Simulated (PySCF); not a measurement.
BrIMg. Atoms are numbered in the order given.

```xyz
3

Mg     0.0000     0.0000     0.5262
Br     0.0000     0.0000     2.8481
I      0.0000     0.0000    -2.0000
```
Charge 0, spin multiplicity 1.

Coordinates come from a PBE0-D3(BJ)/def2-TZVP optimisation. The def2 effective core potentials stand for the cores of I; spin–orbit coupling is left out.

Computed with PBE0-D3(BJ)/def2-TZVP (PySCF 2.14.0).

Frequencies are harmonic and unscaled.

Modes within 1.5 cm⁻¹ of each other (mostly degenerate sets) share a row, with their intensities summed.

Computed harmonic wavenumbers and intensities:
| mode | ν (cm⁻¹) | IR (km/mol) | moving atoms (share of kinetic energy) |
|---|---|---|---|
| 1–2 | 86 | 54.8 | Mg 89 % |
| 3 | 167 | 0.1 | Br 57 %, I 42 % |
| 4 | 497 | 134.5 | Mg 88 %, Br 9 % |
